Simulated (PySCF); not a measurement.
# Electron correlation in Lu²⁺ (lutetium, charge +2)

[Xe] 4f14 6p1, 2P determinant (an excited configuration). Calculation: PySCF 2.14, in cc-pVDZ-X2C (8s7p5d3f1g, 84 functions); the spin-free X2C one-electron Hamiltonian (Gaussian nucleus). Frozen: [Ar] 3d10; 41 electrons correlated.

MP2 pair energies summed by pair of shells (mhartree):

```json
{"pair": "4f-4f", "energy": "-581.42", "share (%)": "43.2"}
{"pair": "4f-5p", "energy": "-201.91", "share (%)": "15.0"}
{"pair": "4d-4f", "energy": "-176.08", "share (%)": "13.1"}
{"pair": "5p-5p", "energy": "-115.06", "share (%)": "8.6"}
{"pair": "4p-4f", "energy": "-48.94", "share (%)": "3.6"}
{"pair": "4f-5s", "energy": "-48.03", "share (%)": "3.6"}
{"pair": "4d-4d", "energy": "-41.79", "share (%)": "3.1"}
{"pair": "5s-5p", "energy": "-26.07", "share (%)": "1.9"}
{"pair": "4d-5p", "energy": "-22.36", "share (%)": "1.7"}
{"pair": "4p-4d", "energy": "-16.96", "share (%)": "1.3"}
{"pair": "5p-6p", "energy": "-12.45", "share (%)": "0.9"}
{"pair": "4d-5s", "energy": "-11.32", "share (%)": "0.8"}
{"pair": "4s-4f", "energy": "-11.30", "share (%)": "0.8"}
{"pair": "4f-6p", "energy": "-6.03", "share (%)": "0.4"}
{"pair": "5s-5s", "energy": "-5.59", "share (%)": "0.4"}
{"pair": "4p-4p", "energy": "-5.40", "share (%)": "0.4"}
{"pair": "4s-4d", "energy": "-5.01", "share (%)": "0.4"}
{"pair": "4p-5p", "energy": "-3.26", "share (%)": "0.2"}
{"pair": "4s-4p", "energy": "-2.11", "share (%)": "0.2"}
{"pair": "4p-5s", "energy": "-1.67", "share (%)": "0.1"}
{"pair": "5s-6p", "energy": "-0.59", "share (%)": "0.0"}
{"pair": "4s-4s", "energy": "-0.50", "share (%)": "0.0"}
{"pair": "4d-6p", "energy": "-0.34", "share (%)": "0.0"}
{"pair": "4s-5p", "energy": "-0.33", "share (%)": "0.0"}
{"pair": "4s-5s", "energy": "-0.15", "share (%)": "0.0"}
{"pair": "4p-6p", "energy": "-0.05", "share (%)": "0.0"}
{"pair": "4s-6p", "energy": "-0.01", "share (%)": "0.0"}
```

Total MP2 correlation energy: -1344.7 mhartree.

Same-spin part -529.71 and opposite-spin part -815.01 mhartree; SCS-MP2 scales them by 1/3 and 6/5 to -1154.6 mhartree.

This basis was not built for core-valence correlation, so the inner-shell part is incomplete.
